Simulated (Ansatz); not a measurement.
Consider the formal exchange of groups at the Si–S bond: `C=CN[SiH2]S` + `F[CH2][AlH2]` → `C=CN[SiH2][AlH2]` + `FCS`.

Program: Ansatz. Geometries: PBE0-D4/def2-TZVP. ΔE: electronic, gas phase. CCSD(T)/CBS is the MP2 limit (def2-TZVPP, def2-QZVPP) plus CCSD(T) − MP2 in def2-TZVPP, frozen cores. DFT in def2-TZVPP. B3LYP here is the variant with VWN-RPA as its local correlation; programs differ in this. Each species was taken in one conformer, which may not be the lowest.

`C=CN[SiH2]S`:

Cartesian coordinates in Å:
```
C 1.896 0.670 -1.215
C 0.678 0.228 -0.914
N -0.105 0.634 0.154
Si -1.532 -0.158 0.701
S -1.276 -1.505 2.343
H 2.407 0.299 -2.091
H 2.406 1.411 -0.609
H 0.199 -0.516 -1.547
H 0.339 1.316 0.753
H -2.057 -0.873 -0.486
H -2.482 0.840 1.243
H -0.475 -2.348 1.669
```

`F[CH2][AlH2]`:

Z-matrix (Å, degrees):
```
C
Al 1 1.981
F 1 1.398 2 112.4
H 1 1.099 2 111.6 3 121.1
H 1 1.099 2 111.6 3 -121.1
H 2 1.589 1 117.1 3 -179.9
H 2 1.583 1 121.0 3 0.1
```

`C=CN[SiH2][AlH2]`:

```xyz
13

C    -0.448    0.497    1.254
C    -1.249   -0.248    0.387
N    -0.748   -1.121   -0.469
Si    1.028   -0.969   -0.878
Al    0.878    1.434   -0.231
H     0.388   -0.017    1.725
H    -0.958    1.197    1.906
H    -2.319   -0.053    0.329
H    -1.408   -1.592   -1.069
H     1.080   -1.601   -2.229
H     1.734   -1.930    0.026
H    -0.024    2.213   -1.299
H     2.046    2.189    0.548
```

`FCS`:

Cartesian coordinates in Å:
```
F 0.765 -0.705 1.121
C 0.243 -0.391 -0.112
S -0.104 1.353 -0.304
H -0.660 -0.984 -0.259
H 0.984 -0.642 -0.875
H -1.228 1.369 0.430
```

```
          level  ΔE (kJ/mol)  difference from CCSD(T)/CBS
        PBE0-D4         16.3                        -21.2
        ωB97M-V         34.5                         -3.0
         B2PLYP         43.0                          5.5
           PBE0         20.1                        -17.4
          B3LYP         46.4                          8.9
  HF/def2-TZVPP         68.6                         31.1
CCSD/def2-TZVPP         40.2                          2.7
 MP2/def2-QZVPP         42.0                          4.5
  MP2/CBS(def2)         43.7                          6.2
 CCSD/CBS(def2)         45.5                          8.0
    CCSD(T)/CBS         37.5                            0
```

Largest T1 diagnostic among the species: 0.016.

From PBE to PBE0 (25 % exact exchange), in def2-TZVPP and without D4, ΔE moves by +5.0 kJ/mol. The D4 term adds −8.0 kJ/mol with B3LYP and −3.9 kJ/mol with PBE0; it sums over pairs of atoms, weighted by their polarisabilities, and B3LYP, whose exchange is more repulsive, gets the larger term. In def2-TZVPP, CCSD(T) changes the Hartree–Fock value by −36.4 kJ/mol (the triples alone add −8.0 kJ/mol) and MP2 by −30.2 kJ/mol.
